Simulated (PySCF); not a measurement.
**Calculated NMR parameters of C[SiH2]C[Si]([SiH3])([SiH3])[SiH3]**

| Item | Value |
| --- | --- |
| Formula | C2H16Si5 |
| SMILES | C[SiH2]C[Si]([SiH3])([SiH3])[SiH3] |
| InChI | InChI=1S/C2H16Si5/c1-6-2-7(3,4)5/h2,6H2,1,3-5H3 |
| Point group of the computed structure | Cs |
| Degrees of unsaturation | 0 |
| Carbon signals | 2 |
| Proton signals | 4 |

Molfile (atoms numbered from 1):
```
C2H16Si5
     RDKit          3D

 23 22  0  0  0  0  0  0  0  0999 V2000
    3.7155   -0.5313   -0.2137 C   0  0  0  0  0  0  0  0  0  0  0  0
    2.0684    0.0334    0.5440 Si  0  0  0  0  0  4  0  0  0  0  0  0
    0.6377   -0.3858   -0.6345 C   0  0  0  0  0  0  0  0  0  0  0  0
   -1.1483    0.0932   -0.0778 Si  0  0  0  0  0  4  0  0  0  0  0  0
   -1.2020    2.4161    0.1779 Si  0  0  0  0  0  4  0  0  0  0  0  0
   -1.6020   -1.0659    1.9011 Si  0  0  0  0  0  4  0  0  0  0  0  0
   -2.5383   -0.6134   -1.8306 Si  0  0  0  0  0  4  0  0  0  0  0  0
    3.7241   -1.6033   -0.3895 H   0  0  0  0  0  0  0  0  0  0  0  0
    4.5497   -0.3010    0.4424 H   0  0  0  0  0  0  0  0  0  0  0  0
    3.9041   -0.0409   -1.1647 H   0  0  0  0  0  0  0  0  0  0  0  0
    2.1099    1.4852    0.7660 H   0  0  0  0  0  0  0  0  0  0  0  0
    1.8639   -0.6530    1.8271 H   0  0  0  0  0  0  0  0  0  0  0  0
    0.6575   -1.4600   -0.8304 H   0  0  0  0  0  0  0  0  0  0  0  0
    0.8334    0.0905   -1.5977 H   0  0  0  0  0  0  0  0  0  0  0  0
   -2.5711    2.8694    0.4449 H   0  0  0  0  0  0  0  0  0  0  0  0
   -0.3835    2.9145    1.2867 H   0  0  0  0  0  0  0  0  0  0  0  0
   -0.7613    3.1490   -1.0140 H   0  0  0  0  0  0  0  0  0  0  0  0
   -3.0016   -0.8735    2.2949 H   0  0  0  0  0  0  0  0  0  0  0  0
   -0.7929   -0.6348    3.0443 H   0  0  0  0  0  0  0  0  0  0  0  0
   -1.4109   -2.5161    1.7909 H   0  0  0  0  0  0  0  0  0  0  0  0
   -3.9444   -0.3111   -1.5509 H   0  0  0  0  0  0  0  0  0  0  0  0
   -2.2354    0.0220   -3.1176 H   0  0  0  0  0  0  0  0  0  0  0  0
   -2.4771   -2.0562   -2.0886 H   0  0  0  0  0  0  0  0  0  0  0  0
  1  2  1  0
  2  3  1  0
  3  4  1  0
  4  5  1  0
  4  6  1  0
  4  7  1  0
  1  8  1  0
  1  9  1  0
  1 10  1  0
  2 11  1  0
  2 12  1  0
  3 13  1  0
  3 14  1  0
  5 15  1  0
  5 16  1  0
  5 17  1  0
  6 18  1  0
  6 19  1  0
  6 20  1  0
  7 21  1  0
  7 22  1  0
  7 23  1  0
M  END
```

- PBE0/pcSseg-1 with gauge-including orbitals
- structure optimised with GFN2-xTB
- run in PySCF
- no solvent, fast rotation and ring inversion assumed for equivalent nuclei, non-relativistic Hamiltonian, one computed conformer

Shifts are taken against calculated references (same method and geometry level): $^{1}$H (σref 31.72) and $^{13}$C (σref 186.93) and $^{29}$Si (σref 349.16) vs TMS.

| carbon | δC, type | δH (multiplicity) | HMBC from (2–3 bonds) | span of the C tensor (ppm) |
| --- | --- | --- | --- | --- |
| C1 | -3.8, CH3 | 0.18 (t) | H11/H12, H13/H14 | 11 |
| C3 | -6.4, CH2 | -0.06 (t) | H11/H12, H15/H16/H17/H18/H19/H20/H21/H22/H23, H8/H9/H10 | 8 |

Other nuclei:
```tsv
atoms	nucleus	environment	δ (ppm)	σ (ppm)
H11/H12	$^{1}$H	hydrogen on a silicon bonded to 2 C	4.25	27.47
H15/H16/H17/H18/H19/H20/H21/H22/H23	$^{1}$H	hydrogen on a silicon bonded to Si	3.59	28.12
Si2	$^{29}$Si	silicon bonded to 2 C, 2 H	-44.3	393.4
Si4	$^{29}$Si	silicon bonded to C, 3 Si	-95.6	444.8
Si5/Si6/Si7	$^{29}$Si	silicon bonded to Si, 3 H	-109.7	458.9
```

- Carbon types of the structure: 1 × CH2, 1 × CH3, leaving 11 H on heteroatoms.
- δC -3.8: methyl carbon bonded to Si; an electropositive neighbour leaves it electron-rich and shielded.
- δC -6.4: sp3 CH2 bonded to 2 Si; an electropositive neighbour leaves it electron-rich and shielded.
- δH 3.59: hydrogen on a silicon bonded to Si.
- δH 0.18: hydrogen on a methyl carbon bonded to Si; an electropositive neighbour shields it, as in TMS itself.
- δH -0.06: hydrogen on an sp3 CH2 bonded to 2 Si; an electropositive neighbour shields it, as in TMS itself.

Shifts are as computed. Against solution values, carbons near 30 ppm lie about +3 ppm off and those near 130 ppm about +5 ppm. Of 1309 compounds with measured shifts, 239 miss one by over three times the rms of a fit or turn the order of signals round; such compounds aren't used in these exercises. Multiplicities follow the n + 1 count of equivalent neighbours, as no J values were calculated; m marks all less simple cases, F and P coupling included.
